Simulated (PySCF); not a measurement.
Vertical excitations of a molecule CH7BOSi from TDA-CAM-B3LYP/def2-SVPD (PySCF 2.14.0), as energy in eV (oscillator strength): 6.36 (0.002), 7.51 (0.015), 8.04 (0.003), 8.31 (0.006), 8.63 (0.019), 8.64 (0.003), 8.75 (0.078), 8.82 (0.269), 8.85 (0.005), 9.05 (0.101). Lowest triplet (TDA): 5.84 eV. Geometry optimised at B3LYP-D3(BJ)/def2-SVP. One conformer was computed; it need not be the lowest.

### Question
Which molecule gave these data?
A. COB[SiH3]
B. CB(O)[SiH3]
C. CBO[SiH3]

### Answer
C, CBO[SiH3]
